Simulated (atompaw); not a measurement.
## Scattering properties, PAW (atompaw) potential for Cs

* Element: Cs
* Generator: atompaw 4.2.0.5
* Type: PAW
* Functional: PBE
* Relativity: scalar-relativistic
* Frozen core: [Xe]
* Valence charge: 1
* Reference configuration: 5d0 6s1 6p0
* Partial waves: 6s (bound): rc 3.00 bohr; 6s channel at 4.85 Ry: rc 3.00 bohr; 6p (bound, empty): rc 3.00 bohr; 6p channel at 3.75 Ry: rc 3.00 bohr; 5d (bound, empty): rc 3.00 bohr; 5d channel at 3.8 Ry: rc 3.00 bohr
* Local potential: troulliermartins scheme with l = 3 at -0.5 Ry, radius 2.50 bohr
* Core correction: smooth core density matched at 2.05 bohr
* Augmentation charge: sinc compensation charge, radius 2.35 bohr; PAW radius 3.00 bohr; waves and projectors: custom polynom vanderbiltortho

The phase is arctan(r·u′/u) with u = r·R(r), unwrapped; energies in Ry, scanned from -2 to 5 Ry. A pole is an energy at which the radial function vanishes at the test radius. The pseudo phase is shifted by a multiple of π to meet the all-electron one at the reference energy, and phase errors are pseudo minus all-electron; the curves can meet again beyond the range given. Levels narrower than the energy grid can be missing from the lists of poles. Where the grid stepped over a known ghost or core level, its pole and its step of π were put in at the level’s energy.

| channel | radius (bohr) | reference energy (Ry) | poles, all-electron | poles, pseudo | unbroken range about the reference energy with phases within 0.05 rad | phase error 1 Ry above the reference energy (rad) |
| --- | --- | --- | --- | --- | --- | --- |
| s | 3.00 | -0.15 | -1.97, -1.76, 3.82 | 2.21, 3.81 | -1.5 to 0.7 | -0.091 |
| p | 3.00 | -0.05 | -0.56 | -0.56, 4.89 | -1.0 to 1.8 | -0.005 |
| d | 3.00 | -0.03 | 1.34 | 1.33 | the whole range | -0.001 |

Note: ghost states, extra bound levels that the all-electron valence spectrum of the same l lacks: s at -33.4 eV, p at -13.8 eV. A true bound ghost makes a file unfit for plane-wave use.

Phases in the d channel:

| E (Ry) | all-electron | pseudo |
| --- | --- | --- |
| -2.00 | 1.319 | 1.319 |
| -1.52 | 1.276 | 1.275 |
| -1.04 | 1.199 | 1.198 |
| -0.56 | 1.023 | 1.023 |
| -0.08 | 0.332 | 0.332 |
| 0.40 | -1.079 | -1.080 |
| 0.88 | -1.442 | -1.444 |
| 1.36 | -1.574 | -1.576 |
| 1.84 | -1.657 | -1.659 |
| 2.32 | -1.735 | -1.737 |
| 2.80 | -1.839 | -1.842 |
| 3.28 | -2.047 | -2.050 |
| 3.76 | -2.755 | -2.755 |
| 4.24 | -4.015 | -4.020 |
| 4.72 | -4.397 | -4.405 |
